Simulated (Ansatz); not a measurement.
Consider the atomization: `O=C(S)BF` → B• + C• + F• + 2 H• + O• + S•.

Gas-phase electronic energies from Ansatz, PBE0-D4/def2-TZVP geometries. CCSD(T)/CBS is the MP2 limit (def2-TZVPP, def2-QZVPP) plus CCSD(T) − MP2 in def2-TZVPP, frozen cores. This one scheme is used for every species, atoms too. DFT in def2-TZVPP. B3LYP here is the variant with VWN-RPA as its local correlation; programs differ in this. Open shells (•) are unrestricted, without spin–orbit coupling. Spin–orbit coupling would lower the free atoms: a little for B, C, F, O, S. One conformer a species, not always the lowest.

Question: What is ΔE at CCSD(T)/CBS? (An estimate is asked.)

Answer: Ansatz gave: +29.10 eV.

Question: What do these levels give: B2PLYP, r2SCAN, B3LYP, LC-ωPBE, HF/CBS(def2), MP2/CBS(def2)? (An estimate is asked.)

Answer: Ansatz gave: B2PLYP 28.99, r2SCAN 29.58, B3LYP 29.00, LC-ωPBE 29.17, HF/CBS(def2) 20.38, MP2/CBS(def2) 30.27 eV.

Largest T1 diagnostic among the species: 0.017.

From r2SCAN to r2SCAN0 (25 % exact exchange), in def2-TZVPP and without D4, ΔE moves by −0.97 eV: exact exchange takes away binding that semilocal exchange gives to molecules. At CCSD(T), def2-SVP lies −1.55 eV from the extrapolated value and def2-TZVPP −0.85 eV: correlation converges slowly with the basis, and small sets miss more of it in the bonded molecule than in its fragments.

For atomizations the MP2-based limit and the directly extrapolated one differ by several kJ/mol either way, and by 10 to 25 for some Ge, Se and Sn compounds, so smaller differences from it don't rank the levels.
